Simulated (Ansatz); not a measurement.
Born–Oppenheimer molecular dynamics of a periodic cell of 17 atoms, TiSi$_{16}$ (host Si, host structure diamond, interstitial Ti). It starts from a relaxed structure.

The calculation used DFT PBE, scalar-relativistic, plane waves, PAW in Ansatz 0.2.0. Settings: accuracy low, PAW set soft_1, cutoff 420 eV, k mesh 2x2x2, fermi-dirac smearing 0.05 eV, no spin polarisation.

```
ensemble        : NVT, Langevin thermostat
time step       : 2 fs
steps asked     : 170
set temperature : 900 K
friction        : 0.01 /fs
seed            : 621777
```

First frame:

```xyz
17
Lattice="0.0000 5.4300 5.4300 5.4300 0.0000 5.4300 5.4300 5.4300 0.0000" Properties=species:S:1:pos:R:3
Si 0.000 0.033 -0.001
Si 1.374 1.337 1.371
Si 2.677 2.713 0.002
Si 4.029 4.114 1.401
Si 2.716 -0.005 2.713
Si 4.057 1.336 4.055
Si 5.428 2.713 2.752
Si 6.804 4.084 4.055
Si 0.004 2.712 2.675
Si 1.402 4.114 4.028
Si 2.716 5.430 2.715
Si 4.030 6.744 4.029
Si 2.755 2.711 5.426
Si 4.058 4.084 6.801
Si 5.432 5.388 5.429
Si 6.831 6.744 6.830
Ti 5.431 8.142 5.429
```

What does the run give?

The run went to its last step.

```json
{
 "steps done": "170",
 "time covered": "340 fs",
 "mean temperature over the second half": "777 K",
 "spread of the potential energy over the second half": "12.3 meV per atom",
 "mean potential energy of the second half above the start": "93.2 meV per atom"
}
```

The mean temperature of the second half is 14 % below the set value. A run of 0.34 ps of so small a system gives no equilibrium averages. Limits of this set-up: coarse k mesh, low accuracy level.

What happens to the structure?

Mean squared displacements from the first frame to the last, about the centre of mass: Si 0.08 Å², Ti 0.03 Å². This is one draw of velocities; another would differ in detail.

How do temperature and energy run in time?


```csv
time (fs),T (K),potential energy less start (eV)
0.0,847,0.000
28.0,445,1.046
56.0,469,1.170
84.0,675,1.522
112.0,761,1.415
140.0,953,1.417
168.0,778,1.916
196.0,757,1.383
224.0,742,1.537
252.0,568,1.928
280.0,876,1.479
308.0,756,1.942
336.0,759,1.680
```

Run time: 15 min on 1 thread of Arm Neoverse V2 (shared host), peak memory 0.65 GiB.
